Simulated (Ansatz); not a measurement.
`N[SiH2]C[SiH3]` → `[CH2][SiH3]`• + `N[SiH2]`•  (homolysis of the C–Si bond)

Gas-phase electronic energies from Ansatz, PBE0-D4/def2-TZVP geometries. CCSD(T)/CBS is the MP2 limit (def2-TZVPP, def2-QZVPP) plus CCSD(T) − MP2 in def2-TZVPP, frozen cores. DFT in def2-TZVPP. B3LYP here is the variant with VWN-RPA as its local correlation; programs differ in this. Open shells (•) are unrestricted, without spin–orbit coupling. One conformer a species, not always the lowest.

```json
{"level": "LDA (SPW92)", "ΔE (eV)": "4.35"}
{"level": "r2SCAN-D4", "ΔE (eV)": "3.65"}
{"level": "B97M-V", "ΔE (eV)": "3.86"}
{"level": "B3LYP-D4", "ΔE (eV)": "3.74"}
{"level": "BHLYP-D4", "ΔE (eV)": "3.77"}
{"level": "ωB97X-V", "ΔE (eV)": "4.00"}
{"level": "PBE", "ΔE (eV)": "3.68"}
{"level": "r2SCAN", "ΔE (eV)": "3.62"}
```

What does CCSD(T)/CBS give? (An estimate is asked.)

The calculation gave: +4.02 eV. The listed levels differ from it by 0.33, -0.37, -0.16, -0.28, -0.25, -0.02, -0.34, -0.40 eV.

Largest T1 diagnostic among the species: 0.015.

In def2-TZVPP, CCSD(T) changes the Hartree–Fock value by +1.12 eV (the triples alone add +0.09 eV) and MP2 by +1.31 eV; breaking electron pairs costs correlation energy, which Hartree–Fock lacks. From PBE to PBE0 (25 % exact exchange), in def2-TZVPP and without D4, ΔE moves by +0.06 eV.

CCSD(T)/CBS has its own doubt, a few kJ/mol and more with outer-core shells, so smaller differences from it don't rank the levels.
